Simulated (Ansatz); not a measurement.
Molecule: HgI2 (charge -1, doublet). The spin state was set by rule; other spins were not relaxed. 
Coordinates optimised at B3LYP-D3(BJ)/def2-TZVP (Ansatz, a quantum-chemistry and plane-wave program):
```xyz
3

Hg     0.0000     0.0000     0.0000
I      0.0000     0.0000     3.0393
I      0.0000     0.0000    -3.0393
```
Charge -1, spin multiplicity 2.

Basis-set convergence of Hartree-Fock and MP2 correlation energies (hartree) with Ansatz. Valence correlation only, unless marked. UHF or UKS for open shells. No spin-orbit coupling. Frozen are the shells of the preceding noble gas and the d and f shells that filled before the atom's block. In def2 rows, elements after Kr have scalar-relativistic effective core potentials. This anion needs diffuse functions, which these sets lack.

| basis | functions | E(HF) | E(corr, MP2) |
|---|---|---|---|
| def2-SVP | 84 | -745.97091 | -0.48852 |
| def2-TZVPP | 159 | ___ | ___ |

Problem. What belongs in the gaps?

Solution. 
- def2-TZVPP, E(HF): -745.99832
- def2-TZVPP, E(corr, MP2): -0.71177
